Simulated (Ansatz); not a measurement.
Relaxation of FH2NOSi (6 atoms, charge 0, multiplicity 1), to a largest force component of 0.015 eV/Å in at most 40 steps.

These are results of RKS r2SCAN-D4/def2-SVP (Ansatz), not measurements.

```xyz
6
Properties=species:S:1:pos:R:3:forces:R:3
N -0.264 0.834 -0.167 0.02 -0.72 -0.16
Si 0.308 -0.691 0.267 0.02 1.63 0.46
O 0.136 -2.057 -0.325 -0.30 -1.40 -0.79
F 1.164 -0.371 1.576 0.32 0.07 0.47
H -0.051 1.667 0.351 0.14 0.37 0.29
H -0.853 0.991 -0.968 -0.20 0.05 -0.27
```

Problem. Where does it end, and by what steps?

Solution. The run converged. After 6 steps the energy has fallen by 0.040 eV; O3 moved furthest, 0.05 Å.

```csv
step,energy less start (eV),largest force component (eV/Å),accepted
0,0.0000,1.634,yes
1,-0.0276,0.753,yes
2,-0.0376,0.114,yes
3,-0.0378,0.147,yes
4,-0.0389,0.100,yes
5,-0.0394,0.037,yes
6,-0.0395,0.008,yes
```

```xyz
6
Properties=species:S:1:pos:R:3
N -0.264 0.829 -0.166
Si 0.322 -0.676 0.289
O 0.108 -2.039 -0.362
F 1.191 -0.381 1.611
H -0.060 1.683 0.342
H -0.855 0.959 -0.979
```

Whether the end is a true minimum wasn't checked by a vibrational analysis.

Run time: 27 s on 1 thread of Arm Neoverse V1 (shared host), peak memory 0.16 GiB.
